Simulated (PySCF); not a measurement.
Two species compared at the same levels of theory.

First species: C5H6FPS.
SMILES: `CC1=CC=C(F)[P@@H]1=S`

Second species: C₃H₈O₂Si.
SMILES with atom numbers: `[CH3:1][CH2:2][O:3][C:4](=[O:5])[SiH3:6]` (hydrogens: H7, H8, H9 on C1; H10, H11 on C2; H12, H13, H14 on Si6)

Levels: CAM-B3LYP/def2-SVPD for dipole moment, HOMO energy, LUMO energy, HOMO–LUMO gap, static isotropic polarisability and electronic spatial extent ⟨r²⟩ about the centre of nuclear charge; TDDFT CAM-B3LYP/def2-SVPD for lowest singlet excitation; TDA CAM-B3LYP/def2-SVPD for lowest triplet excitation (Tamm–Dancoff); GFN2-xTB for rotational constant A and rotational constant C. Geometries: GFN2-xTB. Each species is one conformer at its optimised geometry, gas phase, non-relativistic unless stated; the electronic structure was computed with PySCF and density fitting.

Dipoles, sizes and rotational constants follow the conformer. The torsions of the flexible species, by atom-mapped SMILES:
- `[CH3:1][CH2:2][O:3][C:4](=[O:5])[SiH3:6]`: C1–C2–O3–C4 84°, C2–O3–C4–O5 1°

```csv
property,column X,column Y
dipole moment,1.92 D,4.83 D
HOMO energy,-9.18 eV,-8.08 eV
LUMO energy,0.57 eV,-1.12 eV
HOMO–LUMO gap,9.75 eV,6.96 eV
lowest singlet excitation,5.12 eV,3.78 eV
lowest triplet excitation (Tamm–Dancoff),4.46 eV,2.44 eV
static isotropic polarisability,71.2 au,101.3 au
electronic spatial extent ⟨r²⟩ about the centre of nuclear charge,913 bohr²,1312 bohr²
rotational constant A,6.256 GHz,1.679 GHz
rotational constant C,1.386 GHz,0.863 GHz
```

**Question.** Which column belongs to which species?

**Answer.** Column X is the second species and column Y the first. The first has 14 atoms and 76 electrons, the second 14 and 56.

**Question.** How does each property change from the first species to the second?

**Answer.** dipole moment -2.91 D; HOMO energy -1.10 eV; LUMO energy +1.69 eV; HOMO–LUMO gap +2.79 eV; lowest singlet excitation +1.34 eV; lowest triplet excitation (Tamm–Dancoff) +2.02 eV; static isotropic polarisability -30.1 au; electronic spatial extent ⟨r²⟩ about the centre of nuclear charge -399 bohr²; rotational constant A +4.577 GHz; rotational constant C +0.523 GHz.

On the first: No computed singlet falls in the visible range (750 to 380 nm, 1.65 to 3.26 eV); S1 lies 0.52 eV above its blue end. The principal polarisabilities are 76.4, 104.3 and 123.1 au; their mean is the isotropic value.

On the second: S1 lies 4.63 eV below the HOMO–LUMO gap; its leading configuration is HOMO→LUMO, weight 0.93. The polarisability is 10.56 Å³ as a volume (1 au = 0.148185 Å³), or 1.27 au for each of the 56 electrons.
